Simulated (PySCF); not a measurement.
C₃H₆O, SMILES C=C(C)O. Geometry optimised at PBE-D3(BJ)/def2-SVP. The values are those of a single conformer.

Computed equilibrium geometry at PBE-D3(BJ)/def2-SVP (PySCF confirms it by a frequency run) as bond lengths and angles, and its point group (one conformer of several):
point group Cs.
Atoms: C1 C2 C3 O4 H5 H6 H7 H8 H9 H10. Bond lengths (Å): C1–C2 1.352, C1–H5 1.102, C1–H6 1.097, C2–C3 1.500, C2–O4 1.367, C3–H7 1.110, C3–H8 1.105, C3–H9 1.110, O4–H10 0.976. Bond angles (°): C2–C1–H5 121.6, C2–C1–H6 120.7, H5–C1–H6 117.8, C1–C2–C3 125.0, C1–C2–O4 124.0, C3–C2–O4 111.0, C2–C3–H7 110.2, C2–C3–H8 111.4, C2–C3–H9 110.2, H7–C3–H8 109.0, H7–C3–H9 106.7, H8–C3–H9 109.0, C2–O4–H10 108.0.
Charge 0, spin multiplicity 1.
